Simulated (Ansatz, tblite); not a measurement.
Removing and adding an electron: `FC(F)(F)C#Cc1ccc(C#Cc2ccc(C#Cc3ccc(C#Cc4ccc(C(F)(F)F)cc4)cc3)cc2)cc1`. Total charge 0; singlet. Geometry: PBE-D4/def2-SVP. Ansatz, gas phase; energy differences of separate SCF runs; the oxidised species was run as a doublet alone; the reduced species was run as a doublet alone.

```xyz
56

F    -7.6018   13.7423    1.4656
C    -8.0572   12.9148    0.4945
F    -9.3648   12.6723    0.7471
F    -7.9845   13.5879   -0.6781
C    -7.2861   11.6715    0.4444
C    -6.6349   10.6329    0.4065
C    -5.8817    9.4260    0.3610
C    -6.3904    8.2360    0.9431
C    -5.6530    7.0550    0.8986
C    -4.3786    7.0168    0.2701
C    -3.6278    5.8131    0.2245
C    -2.9753    4.7668    0.1847
C    -2.2248    3.5632    0.1389
C    -2.7052    2.3818    0.7669
C    -1.9685    1.2013    0.7225
C    -0.7189    1.1480    0.0465
C     0.0314   -0.0554    0.0002
C     0.6839   -1.1021   -0.0403
C     1.4339   -2.3057   -0.0871
C     2.6462   -2.3798   -0.8260
C     3.3813   -3.5613   -0.8731
C     2.9386   -4.7216   -0.1817
C     3.6887   -5.9262   -0.2294
C     4.3403   -6.9723   -0.2712
C     5.0922   -8.1779   -0.3199
C     4.6962   -9.3106    0.4384
C     5.4376  -10.4933    0.3885
C     6.5861  -10.5739   -0.4184
C     7.4223  -11.8299   -0.4365
F     8.4879  -11.7266    0.3992
F     7.9162  -12.0822   -1.6737
F     6.7140  -12.9164   -0.0469
C     6.9881   -9.4608   -1.1802
C     6.2531   -8.2754   -1.1326
C     1.7274   -4.6475    0.5582
C     0.9911   -3.4667    0.6036
C    -0.2391    2.3296   -0.5821
C    -0.9749    3.5105   -0.5362
C    -3.8732    8.2111   -0.3118
C    -4.6097    9.3927   -0.2671
H    -7.3757    8.2554    1.4309
H    -6.0531    6.1364    1.3514
H    -3.6709    2.4114    1.2917
H    -2.3491    0.2934    1.2120
H     2.9982   -1.4879   -1.3641
H     4.3170   -3.6076   -1.4485
H     3.7960   -9.2468    1.0661
H     5.1222  -11.3684    0.9743
H     7.8804   -9.5308   -1.8191
H     6.5640   -7.4053   -1.7282
H     1.3759   -5.5393    1.0968
H     0.0549   -3.4206    1.1783
H     0.7263    2.2996   -1.1074
H    -0.5939    4.4187   -1.0251
H    -2.8882    8.1922   -0.8001
H    -4.2101   10.3116   -0.7197
```

The xTB rows come from tblite. Single mean-field runs in def2-SVP are fitted with def2-universal-jkfit.

| level | −HOMO (eV) | vertical IE (eV) | −LUMO (eV) | vertical EA (eV) | HOMO–LUMO gap (eV) | IE − EA (eV) |
| --- | --- | --- | --- | --- | --- | --- |
| GFN2-xTB | 10.31 | 11.77 | 8.26 | 6.93 | 2.05 | 4.84 |
| PBE-D4/def2-SVP | 5.32 | 6.70 | 3.32 | 2.09 | 2.00 | 4.61 |

Estimate the rows for GFN1-xTB, PBE0-D4/def2-SVP.


| level | −HOMO (eV) | vertical IE (eV) | −LUMO (eV) | vertical EA (eV) | HOMO–LUMO gap (eV) | IE − EA (eV) |
| --- | --- | --- | --- | --- | --- | --- |
| GFN1-xTB | 11.23 | 12.62 | 9.17 | 7.87 | 2.05 | 4.75 |
| PBE0-D4/def2-SVP | 6.13 | 7.10 | 2.77 | 1.92 | 3.36 | 5.17 |

 Raw xTB energy differences between charge states are shifted by several eV; the methods need an empirical correction for them. Sets without diffuse functions give affinities that are too small.
